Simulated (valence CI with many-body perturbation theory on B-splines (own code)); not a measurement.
## E1 transitions of Sr31+

Method: relativistic CI+MBPT: five valence electrons over a frozen Dirac-Fock core [He], a basis of 11 s, 11 p, 10 d, 8 f, 5 g, 2 h functions for each j, with the one-electron correlation potential Σ1, the two-electron term Σ2, the three-electron term Σ3, Breit, model QED; selected CI, second order for the rest, scaled by the run's own slope (own B-spline code, finite nucleus).

The last digits are not significant, and no measured levels were compared; by estimate large intervals hold to a few tenths of a per cent, small ones and those within an open d or f shell to about a per cent. Among the levels kept, up to 5800 cm⁻¹ of a level comes from second order outside the variational space, and about a tenth of that is noise between levels of different J, which matters for small intervals.

Lines 1 to 50 of 595 in falling wavelength, among levels below 190.90 Ry, chosen from the strongest by gf and those to the six lowest levels. Wavelengths and rates use the calculated energies. Electric multipoles are in the length gauge with retardation, E1 and E2 with the static RPA response of the core. Weak lines are less certain than strong ones. Lines between different terms over intervals too small for the method are left out, as are lines whose strength nearly cancels. The highest levels of a list are the least certain.

Levels are named by their leading jj configuration (3d3/2^4 stands for four electrons in 3d with j = 3/2), which in mixed levels can hold well under half, so a name can repeat and another be missing. Letters in brackets count levels of one name in rising energy.

```csv
λ vac (nm),Upper,Lower,A (s⁻¹),S (a.u.) with core polarisation,S without
32.43,(2s^2 2p1/2 2p3/2 3p1/2) J=5/2,(2s^2 2p1/2 2p3/2 3s) J=3/2 [b],9.51e+08,9.61e-02,9.61e-02
30.58,(2s 2p1/2 2p3/2^2 3p1/2) J=5/2 [c],(2s 2p1/2 2p3/2^2 3s) J=5/2 [c],1.58e+09,1.34e-01,1.34e-01
30.14,(2s^2 2p1/2^2 3p1/2) J=1/2,(2s^2 2p1/2^2 3s) J=1/2,3.01e+09,8.13e-02,8.13e-02
29.94,(2s 2p1/2 2p3/2^2 3p1/2) J=3/2 [a],(2s 2p1/2 2p3/2^2 3s) J=5/2 [a],2.27e+09,1.20e-01,1.20e-01
29.47,(2s^2 2p1/2 2p3/2 3p1/2) J=5/2,(2s^2 2p1/2 2p3/2 3s) J=5/2,1.79e+09,1.36e-01,1.36e-01
28.81,(2s 2p1/2 2p3/2^2 3p1/2) J=3/2 [b],(2s 2p1/2 2p3/2^2 3s) J=3/2 [b],1.75e+09,8.27e-02,8.27e-02
28.69,(2s 2p1/2 2p3/2^2 3p1/2) J=7/2,(2s 2p1/2 2p3/2^2 3s) J=7/2,1.22e+09,1.14e-01,1.14e-01
27.83,(2s 2p1/2^2 2p3/2 3p1/2) J=3/2 [a],(2s 2p1/2^2 2p3/2 3s) J=5/2,3.57e+09,1.52e-01,1.52e-01
27.41,(2s^2 2p1/2 2p3/2 3p1/2) J=3/2 [a],(2s^2 2p1/2 2p3/2 3s) J=3/2 [a],2.04e+09,8.30e-02,8.30e-02
27.33,(2s 2p3/2^3 3p1/2) J=5/2,(2s 2p3/2^3 3s) J=3/2 [a],2.87e+09,1.74e-01,1.74e-01
26.81,(2s 2p1/2^2 2p3/2 3p1/2) J=5/2,(2s 2p1/2^2 2p3/2 3s) J=5/2,3.29e+09,1.88e-01,1.88e-01
26.73,(2s 2p1/2 2p3/2^2 3p3/2) J=7/2 [a],(2s 2p1/2 2p3/2^2 3s) J=7/2,1.11e+09,8.40e-02,8.40e-02
26.45,(2s 2p1/2^2 2p3/2 3d3/2) J=7/2,(2s 2p1/2^2 2p3/2 3p3/2) J=7/2,1.31e+09,9.57e-02,9.57e-02
26.42,(2s 2p1/2 2p3/2^2 3d3/2) J=9/2,(2s 2p1/2 2p3/2^2 3p3/2) J=9/2,1.46e+09,1.33e-01,1.33e-01
26.18,(2s^2 2p1/2 2p3/2 3d3/2) J=7/2,(2s^2 2p1/2 2p3/2 3p3/2) J=7/2,1.01e+09,7.15e-02,7.15e-02
25.96,(2s^2 2p3/2^2 3d5/2) J=5/2 [a],(2s^2 2p3/2^2 3p3/2) J=3/2 [a],1.40e+09,7.25e-02,7.25e-02
25.49,(2s^2 2p3/2^2 3p1/2) J=5/2,(2s^2 2p3/2^2 3s) J=3/2,2.22e+09,1.09e-01,1.09e-01
25.32,(2s 2p1/2 2p3/2^2 3d5/2) J=7/2 [a],(2s 2p1/2 2p3/2^2 3p3/2) J=5/2 [a],1.90e+09,1.22e-01,1.22e-01
25.18,(2s 2p1/2 2p3/2^2 3p1/2) J=5/2 [a],(2s 2p1/2 2p3/2^2 3s) J=5/2 [a],2.18e+09,1.03e-01,1.03e-01
25.12,(2s 2p1/2 2p3/2^2 3d5/2) J=9/2 [a],(2s 2p1/2 2p3/2^2 3p3/2) J=7/2 [a],2.18e+09,1.70e-01,1.71e-01
24.86,(2s 2p1/2^2 2p3/2 3d5/2) J=9/2,(2s 2p1/2^2 2p3/2 3p3/2) J=7/2,5.01e+09,3.80e-01,3.80e-01
24.85,(2s 2p1/2 2p3/2^2 3d5/2) J=5/2 [c],(2s 2p1/2 2p3/2^2 3p3/2) J=3/2 [c],2.08e+09,9.46e-02,9.46e-02
24.79,(2s^2 2p3/2^2 3p1/2) J=3/2,(2s^2 2p3/2^2 3s) J=5/2,3.73e+09,1.12e-01,1.12e-01
24.65,(2s 2p3/2^3 3d5/2) J=9/2,(2s 2p3/2^3 3p3/2) J=7/2,5.02e+09,3.71e-01,3.71e-01
24.64,(2s 2p1/2 2p3/2^2 3d5/2) J=11/2,(2s 2p1/2 2p3/2^2 3p3/2) J=9/2,5.18e+09,4.59e-01,4.59e-01
24.52,(2s 2p1/2 2p3/2^2 3d5/2) J=7/2 [a],(2s 2p1/2 2p3/2^2 3p1/2) J=7/2,1.18e+09,6.85e-02,6.85e-02
24.33,(2s^2 2p3/2^2 3p1/2) J=1/2,(2s^2 2p3/2^2 3s) J=1/2,5.26e+09,7.47e-02,7.48e-02
24.32,(2s 2p1/2 2p3/2^2 3d5/2) J=7/2 [c],(2s 2p1/2 2p3/2^2 3p3/2) J=5/2 [c],3.56e+09,2.02e-01,2.02e-01
24.30,(2s 2p1/2 2p3/2^2 3d5/2) J=5/2 [a],(2s 2p1/2 2p3/2^2 3p3/2) J=3/2 [a],2.92e+09,1.24e-01,1.24e-01
24.20,(2s 2p1/2 2p3/2^2 3d5/2) J=3/2 [e],(2s 2p1/2 2p3/2^2 3p3/2) J=1/2 [d],2.67e+09,7.47e-02,7.47e-02
24.17,(2s 2p3/2^3 3p1/2) J=3/2 [a],(2s 2p3/2^3 3s) J=5/2,5.24e+09,1.46e-01,1.46e-01
24.14,(2s 2p1/2 2p3/2^2 3d5/2) J=7/2 [d],(2s 2p1/2 2p3/2^2 3p3/2) J=5/2 [d],4.44e+09,2.46e-01,2.46e-01
24.12,(2s^2 2p3/2^2 3d5/2) J=7/2,(2s^2 2p3/2^2 3p3/2) J=7/2,1.16e+09,6.42e-02,6.42e-02
23.91,(2s 2p1/2^2 2p3/2 3d5/2) J=5/2 [a],(2s 2p1/2^2 2p3/2 3p3/2) J=5/2 [a],1.65e+09,6.67e-02,6.67e-02
23.90,(2s 2p1/2^2 2p3/2 3p3/2) J=5/2 [b],(2s^2 2p3/2^2 3p3/2) J=3/2 [a],1.92e+09,7.78e-02,7.78e-02
23.73,(2s 2p1/2^2 2p3/2 3d5/2) J=5/2 [b],(2s 2p1/2^2 2p3/2 3p3/2) J=3/2 [b],3.52e+09,1.39e-01,1.39e-01
23.68,(2s 2p1/2 2p3/2^2 3p3/2) J=5/2 [a],(2s 2p1/2 2p3/2^2 3s) J=3/2 [a],3.76e+09,1.48e-01,1.48e-01
23.61,(2s^2 2p3/2^2 3d5/2) J=7/2,(2s^2 2p3/2^2 3p3/2) J=5/2,3.91e+09,2.03e-01,2.03e-01
23.61,(2s 2p1/2 2p3/2^2 3d5/2) J=9/2 [a],(2s 2p1/2 2p3/2^2 3p1/2) J=7/2,3.24e+09,2.10e-01,2.10e-01
23.53,(2s 2p1/2 2p3/2^2 3d5/2) J=9/2 [c],(2s 2p1/2 2p3/2^2 3p3/2) J=7/2 [c],5.77e+09,3.71e-01,3.71e-01
23.48,(2s 2p1/2 2p3/2^2 3d5/2) J=7/2 [e],(2s 2p1/2 2p3/2^2 3p3/2) J=5/2 [e],5.49e+09,2.81e-01,2.81e-01
23.45,(2s^2 2p3/2^2 3p1/2) J=5/2,(2s^2 2p3/2^2 3s) J=5/2,3.72e+09,1.42e-01,1.42e-01
23.34,(2s^2 2p1/2 2p3/2 3d5/2) J=9/2,(2s^2 2p1/2 2p3/2 3p3/2) J=7/2,5.58e+09,3.50e-01,3.50e-01
23.32,(2s 2p1/2 2p3/2^2 3p3/2) J=7/2 [b],(2s 2p1/2 2p3/2^2 3s) J=5/2 [b],3.88e+09,1.94e-01,1.94e-01
23.32,(2s 2p1/2^2 2p3/2 3d5/2) J=3/2 [b],(2s 2p1/2^2 2p3/2 3p3/2) J=1/2 [b],3.72e+09,9.31e-02,9.31e-02
23.32,(2s 2p1/2 2p3/2^2 3d5/2) J=7/2 [b],(2s 2p1/2 2p3/2^2 3p3/2) J=5/2 [b],3.57e+09,1.79e-01,1.79e-01
23.31,(2s 2p3/2^3 3p1/2) J=5/2,(2s 2p3/2^3 3s) J=5/2,2.17e+09,8.13e-02,8.13e-02
23.29,(2s^2 2p1/2 2p3/2 3d5/2) J=7/2 [a],(2s^2 2p1/2 2p3/2 3p3/2) J=5/2 [a],5.06e+09,2.53e-01,2.53e-01
23.28,(2s 2p1/2 2p3/2^2 3d5/2) J=5/2 [e],(2s 2p1/2 2p3/2^2 3p3/2) J=3/2 [d],2.93e+09,1.09e-01,1.09e-01
23.19,(2s 2p1/2 2p3/2^2 3d5/2) J=9/2 [b],(2s 2p1/2 2p3/2^2 3p3/2) J=7/2 [b],4.40e+09,2.71e-01,2.71e-01
```
